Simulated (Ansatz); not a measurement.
Basis-set extrapolation for C₂H₅NOSi (PBE0-D4/def2-TZVP geometry, frozen core, Ansatz 0.2.0). Multiplicity 1, RHF reference.

```csv
,def2-TZVPP,def2-QZVPP
HF,-497.019067,-497.038136
MP2 correlation,-0.875308,-0.938010
CCSD(T) correlation,-0.942321,not run
```

Energies in hartree. Use E(X) = E(∞) + A·exp(−7.88·√X) for Hartree–Fock and E(X) = E(∞) + B·X^(−2.97) for correlation, with X = 3 and 4, and add CCSD(T) minus MP2 of the smaller set to the MP2 limit.

Question: What is the CCSD(T) energy at the basis-set limit?

Answer: HF limit: -497.038136 + (-0.019069) × 0.13774 = -497.04076. MP2 limit: -0.938010 + (-0.062702) × 0.74074 = -0.98446. Higher-order term: -0.942321 − (-0.875308) = -0.06701. Total: -498.09223 hartree, 343.5 kJ/mol below CCSD(T)/def2-TZVPP.
